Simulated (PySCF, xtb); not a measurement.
C3H12Si3, SMILES [SiH3]C[C@H]1C[SiH2][SiH2]1.

GFN2-xTB run with xtb at its own geometry gives an orbital gap of 3.76 eV and a dipole moment of 1.19 D.

The structure is a stationary point at PBE-D3(BJ)/def2-SVP. The structure was generated by enumeration; whether it is a known compound was not checked. One conformer was computed; it need not be the lowest.

What does PBE0/def2-TZVP run with PySCF give? (An estimate is asked for; the answer gives what the named calculation found.)

gap 7.14 eV (levels -7.23 and -0.09 eV), dipole 0.32 D.
